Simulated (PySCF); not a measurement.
A side-by-side comparison of computed properties.

First species: C₄H₈Si.
Structure used (GFN2-xTB), in Å, numbered top down from 1:
```
atom  x, y, z in Å
C1     2.7189    0.5942   -0.2204
C2     1.4075    0.0555    0.0779
C3     0.3295   -0.4029    0.3330
C4    -0.9774   -0.9424    0.6302
Si5   -2.3699    0.1693   -0.0596
H6     3.1395    1.0668    0.6673
H7     2.6490    1.3367   -1.0158
H8     3.3873   -0.2047   -0.5423
H9    -1.0512   -1.9455    0.2015
H10   -1.0808   -1.0440    1.7139
H11   -3.6557   -0.4457    0.2830
H12   -2.2699    1.4965    0.5475
H13   -2.2313    0.2667   -1.5126
```

Second species: C₅H₂ClF₃.
InChI=1S/C5H2ClF3/c6-4-1-3(4)2-5(7,8)9/h1-2H/b3-2-

Levels: PBE0/def2-SVPD for dipole moment, HOMO energy, LUMO energy, HOMO–LUMO gap, static isotropic polarisability and electronic spatial extent ⟨r²⟩ about the centre of nuclear charge; TDDFT PBE0/def2-SVPD for lowest singlet excitation; TDA PBE0/def2-SVPD for lowest triplet excitation (Tamm–Dancoff); GFN2-xTB for rotational constant A and rotational constant C. Geometries: GFN2-xTB. Each structure is a single optimised conformer of the isolated species, non-relativistic unless stated. Electronic properties by PySCF.

Dipoles, sizes and rotational constants follow the conformer. The torsions of the flexible species, by atom-mapped SMILES:
- `[F:1][C:2]([F:3])([F:4])/[CH:5]=[C:6]1[CH:7]=[C:8]/1[Cl:9]`: F1–C2–C5–C6 121°

| property | column X | column Y |
| --- | --- | --- |
| dipole moment | 0.42 D | 4.60 D |
| HOMO energy | -6.96 eV | -7.10 eV |
| LUMO energy | 0.42 eV | -1.40 eV |
| HOMO–LUMO gap | 7.38 eV | 5.70 eV |
| lowest singlet excitation | 6.24 eV | 4.65 eV |
| lowest triplet excitation (Tamm–Dancoff) | 5.39 eV | 3.48 eV |
| static isotropic polarisability | 76.8 au | 74.7 au |
| electronic spatial extent ⟨r²⟩ about the centre of nuclear charge | 875 bohr² | 1520 bohr² |
| rotational constant A | 12.909 GHz | 2.637 GHz |
| rotational constant C | 1.387 GHz | 0.679 GHz |

Task: Which column belongs to which species?

Result: Column X is the first species and column Y the second. The first has 13 atoms and 46 electrons, the second 11 and 76.

Task: How does each property change from the first species to the second?

Result: dipole moment +4.18 D; HOMO energy -0.14 eV; LUMO energy -1.82 eV; HOMO–LUMO gap -1.68 eV; lowest singlet excitation -1.59 eV; lowest triplet excitation (Tamm–Dancoff) -1.91 eV; static isotropic polarisability -2.1 au; electronic spatial extent ⟨r²⟩ about the centre of nuclear charge +645 bohr²; rotational constant A -10.272 GHz; rotational constant C -0.708 GHz.

On the first: S1 lies 1.14 eV below the HOMO–LUMO gap; its leading configuration is HOMO→LUMO, weight 0.97. No computed singlet falls in the visible range (750 to 380 nm, 1.65 to 3.26 eV); S1 lies 2.98 eV above its blue end.

On the second: The polarisability is 11.07 Å³ as a volume (1 au = 0.148185 Å³), or 0.98 au for each of the 76 electrons. S1 lies 1.05 eV below the HOMO–LUMO gap; its leading configuration is HOMO→LUMO, weight 0.98.
